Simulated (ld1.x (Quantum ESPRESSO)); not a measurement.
**Mg: one change to a TM potential, before and after**

* Element: Mg
* Generator: ld1.x (Quantum ESPRESSO) 7.5
* Type: norm-conserving Troullier–Martins (Kleinman–Bylander form)
* Functional: PBE
* Relativity: non-relativistic
* Frozen core: [He] 2s2
* Valence charge: 8
* Reference configuration: 2p6 3s1 3p0 (charge +1)
* Partial waves: 3s (bound): rc 2.35 bohr; 2p (bound): rc 0.70 bohr
* Local potential: all-electron potential smoothed inside 1.30 bohr (lloc = -1)
* Core correction: a·sin(br)/r model core, default radius (core density twice the valence density)

All-electron outer shells of the reference configuration (PBE, non-relativistic, ld1.x):

| shell | level (eV) | outermost node (bohr) | outermost maximum (bohr) |
| --- | --- | --- | --- |
| 2p | -55.70 | – | 0.48 |
| 3s | -11.36 | 0.90 | 2.38 |
| 3p | -7.05 | 0.94 | 2.90 |

Change: wave 2p (bound): rc 0.70 bohr becomes 2p (bound): rc 1.02 bohr.

Cutoffs: the cutoffs (Ry, on a coarse ladder) from which the occupation-weighted sum of valence levels, in a spherical-Bessel basis at the reference potential, stays within 10 and 1 mRy of its value at 400 Ry; they do not see the model core or the augmentation charge, which bear on the density cutoff. Errors are all-electron minus pseudo energies relative to the spin-unpolarised reference configuration.

Task: Predict the effect on cutoff, ghosts and configuration errors.

Result: Of the 7 tests that both files solve, the error grows in 4 and shrinks in 0 by more than 15 % and 0.3 meV (median size 32.6 → 39.8 meV); neither file shows a bound ghost. More of the atom is replaced by a form fitted at one configuration, so other configurations suffer.

```csv
quantity,base,changed
"cutoff, loose",260 Ry,160 Ry
"cutoff, tight",over 300 Ry,300 Ry
loose cutoff by channel (10 mRy a level),"s 6 Ry, p 230 Ry","s 6 Ry, p 140 Ry"
bound ghosts,none,none
"error for 2p6 3s2 3p0, meV [ΔE -7.95 eV]",+9.9,+10.0
"error for 2p6 3s0 3p0, meV [ΔE 15.00 eV]",+3.3,+3.4
"error for 2p6 3s1.5 3p0, meV [ΔE -4.81 eV]",+3.0,+3.0
"error for 2p6 3s0 3p1, meV [ΔE 4.34 eV]",-66,-80
"error for 2p6 3s0 3p2, meV [ΔE -0.80 eV]",-85,-101
"error for 2p5 3s2 3p0, meV [ΔE 50.64 eV]",+369,+484
"error for 2p6 3s1 3p1, meV [ΔE -4.47 eV]",-33,-40
s: phases at 2.54 bohr within 0.05 rad from the reference energy up to (Ry; the scan ends near 5),-0.0,-0.0
p: phases at 2.54 bohr within 0.05 rad from the reference energy up to (Ry; the scan ends near 5),-0.3,-0.4
```
